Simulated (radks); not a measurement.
Results of a calculation; reference values are marked as such.
Problem. The mean radii <r> (bohr) of the occupied orbitals of an atom or ion are listed with their occupations. Code: a radial shooting solver on a logarithmic mesh with Libxc functionals. Model: Dirac Kohn-Sham, exchange-only PBE, spin-unpolarised, spherical densities, finite nucleus; Fermi nuclear charge, rms radius of each element as measured or else 0.836 A^(1/3) + 0.57 fm.

orbital  occ.      <r>
1s1/2       2  0.08102
2s1/2       2   0.3846
2p1/2       2   0.3449
2p3/2       4   0.3473
3s1/2       2    1.085

Name the element and its charge. Open shells, if any, fill j = l - 1/2 first.

Solution. Z = 19, potassium, charge +7: K7+ in [Ne] 3s2. The 1s radius gives Z: for a bare nucleus <r> = (2 gamma + 1)/(2Z) with gamma = sqrt(1 - (Z/c)^2), 0.07844 bohr for Z = 19, and screening makes it slightly larger (0.08102 here). The occupations add up to 12, and the charge is Z minus that.
